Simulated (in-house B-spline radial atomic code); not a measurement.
**RPA and G0W0 on LDA VWN5: Se4+**

Configuration [Ar] 3d10 4s2, mean-field start LDA VWN5. Computed with a B-spline radial code for spherical atoms: all electrons, non-relativistic, point nucleus, each spin shell either full or empty, empty states to l = 9 with an (l + 1/2)⁻⁴ tail; G0W0 by contour deformation at full frequency.

Command:
```bash
python run_gw.py task.json out
```
Settings (radii: box in bohr, nucleus in fm):
```
Z                        34
electrons                30
configuration            [Ar] 3d10 4s2
hamiltonian              nr
method                   lda,vwn
lmax                     9
spin_polarised           False
box_radius               11.96
intervals                51
ion_configuration        [Ar] 3d10 4s1
```

Time taken, with all properties: 5.4 s on 1 thread of Arm Neoverse N1 (shared host).

Energies (hartree):

```json
{"term": "mean-field total", "value": "-2394.24605"}
{"term": "Hartree-Fock functional on these orbitals", "value": "-2396.07928"}
{"term": "direct second order", "value": "-2.6644"}
{"term": "second-order exchange", "value": "0.7733"}
{"term": "SOSEX correction", "value": "0.70095"}
```

Task: What is the RPA correlation energy, and what remains with SOSEX?

Result: RPA gives -2.2868 hartree (-2.07 eV per electron); RPA + SOSEX gives -1.5858, and the second-order doubles -1.8911 hartree (no singles). RPA lacks exchange-type terms and so overcorrelates at short range.

Quasi-particle levels (eV):

| level | occupied | mean field | Σx - vxc | Σc | QP weight | G0W0 |
| --- | --- | --- | --- | --- | --- | --- |
| 4s | yes | -61.25 | -3.74 | ? | ? | ? |
| 3d | yes | -105.85 | -18.02 | 4.05 | 0.880 | -119.82 |
| 4p | no | -48.39 | 7.19 | -1.75 | 0.952 | -42.94 |

G0W0 = mean field + (Σx - vxc) + Σc, with Σc (partial-wave tail included) taken at the quasi-particle energy. Only the outer levels were computed. Levels of low weight are left out.

Task: Where does G0W0 put 4s?

Result: At -67.28 eV, with Σc = -2.30 eV and a quasi-particle weight of 0.956. The tabulated removal energy is 68.3 ± 0.1 eV (NIST, semi-empirical); the calculation leaves out relativity, Breit and QED terms, and what these don't explain is the method's own error.

Task: What does it cost to remove one electron (to [Ar] 3d10 4s1) by differences of total energies, each species on its own start (correlation terms add to the Hartree-Fock functional)?

Result: LDA VWN5 67.53 eV, Hartree-Fock functional 64.54 eV, + RPA 67.16 eV, + RPA + SOSEX 66.55 eV, + second order 67.63 eV. Tabulated: 68.3 ± 0.1 eV (NIST, semi-empirical); the calculation leaves out relativity, Breit and QED terms, and what these don't explain is the method's own error.
